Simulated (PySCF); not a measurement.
```xyz
11

N     -1.4069     0.3383    -0.5272
C     -0.9526    -0.8019     0.0685
N      0.1714    -0.9885     0.6510
C      1.0700     0.1338     0.7249
O      1.3445     0.7876    -0.5302
H     -2.2544     0.2921    -1.0665
H     -0.7134     1.0184    -0.8066
H     -1.6703    -1.6246     0.0631
H      2.0118    -0.2053     1.1662
H      0.6499     0.9257     1.3594
H      1.7500     0.1244    -1.1026
```

Charge 0, multiplicity 1.

**Question.** Give the Mulliken and meta-Löwdin atomic charges from r2SCAN-D4/def2-TZVP in PySCF.

**Answer.** 
| atom | Mulliken (e) | meta-Löwdin (e) |
|---|---|---|
| N1 | -0.45 | -0.44 |
| C2 | 0.12 | 0.12 |
| N3 | -0.35 | -0.38 |
| C4 | 0.07 | 0.07 |
| O5 | -0.50 | -0.56 |
| H6 | 0.23 | 0.25 |
| H7 | 0.27 | 0.26 |
| H8 | 0.11 | 0.11 |
| H9 | 0.10 | 0.11 |
| H10 | 0.09 | 0.11 |
| H11 | 0.31 | 0.34 |
